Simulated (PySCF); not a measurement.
C₆H₈N₂.
SMILES with atom numbers: `[CH3:1][NH:2][c:3]1[cH:4][cH:5][cH:6][cH:7][n:8]1` (hydrogens: H9, H10, H11 on C1; H12 on N2; H13 on C4; H14 on C5; H15 on C6; H16 on C7)

Structure optimised with GFN2-xTB, isolated species.

Q: List the bond lengths, angles and torsions at this level.

A: 
| bond | length (bohr) | order |
| --- | --- | --- |
| C1–N2 | 2.718 | single |
| N2–C3 | 2.573 | single |
| C3–C4 | 2.653 | aromatic |
| C4–C5 | 2.604 | aromatic |
| C5–C6 | 2.627 | aromatic |
| C6–C7 | 2.614 | aromatic |
| C7–N8 | 2.496 | aromatic |
| C3–N8 | 2.524 | aromatic |
| C1–H9 | 2.073 | single |
| C1–H10, C1–H11 | 2.059 | single |
| N2–H12 | 1.904 | single |
| C4–H13 | 2.037 | single |
| C5–H14 | 2.043 | single |
| C6–H15 | 2.038 | single |
| C7–H16 | 2.046 | single |

Bonds in one row agree within 0.02 bohr and their mean is given. Orders are formal, as drawn. A selection of angles:
| angle | degrees |
| --- | --- |
| N2–C1–H9 | 112.3 |
| N2–C1–H10 | 108.9 |
| H9–C1–H10 | 108.7 |
| H9–C1–H11 | 108.5 |
| C1–N2–C3 | 124.2 |
| C1–N2–H12 | 118.0 |
| C3–N2–H12 | 113.8 |
| N2–C3–C4 | 123.1 |
| N2–C3–N8 | 114.8 |
| C4–C3–N8 | 122.1 |
| C3–C4–C5 | 118.3 |
| C3–C4–H13 | 120.8 |
| C5–C4–H13 | 120.8 |
| C4–C5–C6 | 119.6 |
| C4–C5–H14 | 120.1 |
| C6–C5–H14 | 120.4 |
| C5–C6–C7 | 117.7 |
| C5–C6–H15 | 121.3 |
| C7–C6–H15 | 121.0 |
| C6–C7–N8 | 123.9 |
| C6–C7–H16 | 121.2 |
| N8–C7–H16 | 115.0 |
| C3–N8–C7 | 118.5 |

Torsions: C1–N2–C3–C4 14° (synperiplanar). The mirror-image conformer, all signs reversed, is as good.

Of the pairs four or more bonds apart, C1···H13 is among the closest relative to their van der Waals radii: 2.67 Å, 92 % of the sum of Bondi's values. The 6-membered ring C3–C4–C5–C6–C7–N8 has internal angles of 117.7° to 123.9° (sum 720°, against 720° for a flat polygon); it is planar, 0.00 Å rms from its mean plane, widest ring torsion 1°. The C–N distances run from 1.321 Å (C7–N8, aromatic) to 1.438 Å (C1–N2, drawn single), a spread of 0.117 Å. The C–C distances run from 1.378 Å (C4–C5, aromatic) to 1.404 Å (C3–C4, aromatic), a spread of 0.026 Å. N2 (aniline-type nitrogen) is almost planar (angles 124.2°, 118.0° and 113.8°, sum 356.0°, 0.14 Å off the plane of its three neighbours). N8 (pyridine-type nitrogen) is bent (angle 118.5°).

Point group: C1 (no symmetry element, even within 0.4 Å). Not checked by GFN2-xTB frequencies. The numbers are those of one conformer.

These are computed values.
